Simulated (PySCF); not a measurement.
Correlation energy of Tc (technetium, neutral)

[Kr] 4d4 5s2 5p1, one real determinant (an excited configuration). Computed with PySCF 2.14 in def2-QZVPPD with the def2 core potential (28 electrons), with a scalar-relativistic core potential. Frozen: nothing; 15 electrons correlated.

MP2 pair energies summed by pair of shells (mhartree):

```tsv
pair	energy	share (%)
4p-4d	-138.62	31.1
4p-4p	-98.11	22.0
4d-5s	-37.87	8.5
4d-4d	-37.41	8.4
4s-4p	-36.33	8.2
4p-5s	-25.20	5.7
4s-4d	-18.09	4.1
5s-5s	-16.60	3.7
5s-5p	-15.45	3.5
4d-5p	-7.60	1.7
4s-4s	-6.09	1.4
4p-5p	-5.49	1.2
4s-5s	-1.83	0.4
4s-5p	-0.50	0.1
```

Total MP2 correlation energy: -445.19 mhartree.

Same-spin part -140.40 and opposite-spin part -304.79 mhartree; SCS-MP2 scales them by 1/3 and 6/5 to -412.55 mhartree.

The reference is one real determinant that mixes LS terms of this configuration.

The basis has no tight functions for the innermost shells, so their pair energies are far from complete.

This basis was not built for core-valence correlation, so the inner-shell part is incomplete.
